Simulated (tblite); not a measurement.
C₃H₇Si, doublet, geometry from GFN2-xTB; GFN1-xTB run with tblite.

The tblite input:
```
$ tblite run mol.xyz --method gfn1 --charge 0 --spin 1 --spin-polarized --json tblite.json --no-restart

# file mol.xyz
11

C      0.07166054    -1.07389880     0.75107332
C      1.21647703    -0.21911639     0.17752608
Si    -0.07160241     0.97363099    -0.59501866
C     -1.14255145    -0.50388412    -0.00456330
H     -0.03171157    -0.90288341     1.82284416
H      0.21309311    -2.14337808     0.59131516
H      1.82583574    -0.77478368    -0.53242339
H      1.88638902     0.18932069     0.93237250
H     -0.27982443     2.23653886     0.12751811
H     -1.99632117    -0.27937673     0.63267274
H     -1.48854371    -1.17487564    -0.78825468
```

What does tblite print? Leave out banner, timings and long lists.


```
xTB calculator
 | screened Coulomb repulsion
 | Coulomb electrostatics
 |  * isotropic Klopman-Ohno-Mataga-Nishimoto electrostatics
 |  * onsite third-order electrostatics
 | DFT-D3(BJ) dispersion correction
 | Interactions (1)
 | [1] spin polarization

halogen bonding energy    0.0000000000000E+00 Eh
repulsion energy          1.5257059487883E-01 Eh
dispersion energy        -3.5713600273343E-03 Eh
interaction energy        0.0000000000000E+00 Eh
number of electrons       2.3000000000000E+01 e
integral cutoff           2.8146159136829E+01 bohr

------------------------------------------------------------
  cycle        total energy    energy error   density error
------------------------------------------------------------
      1     -11.85551244550  -1.2004512E+01   4.0322827E-01
      2     -11.86147408500  -5.9616395E-03   2.3573432E-01
      3     -11.86169758348  -2.2349848E-04   1.8854033E-02
      4     -11.86182389912  -1.2631565E-04   5.1618019E-03
      5     -11.86183481952  -1.0920394E-05   2.2407952E-03
      6     -11.86183684942  -2.0299073E-06   7.4896357E-04
      7     -11.86183723930  -3.8987365E-07   1.6273824E-04
      8     -11.86183726292  -2.3624191E-08   7.4847912E-05
      9     -11.86183726617  -3.2471004E-09   1.6602678E-05
------------------------------------------------------------

electronic energy        -1.2010836501020E+01 Eh
total energy             -1.1861837266169E+01 Eh

Post processing:
 | Mayer-Wiberg bond orders

[Info] JSON dump of results written to 'tblite.json'
```
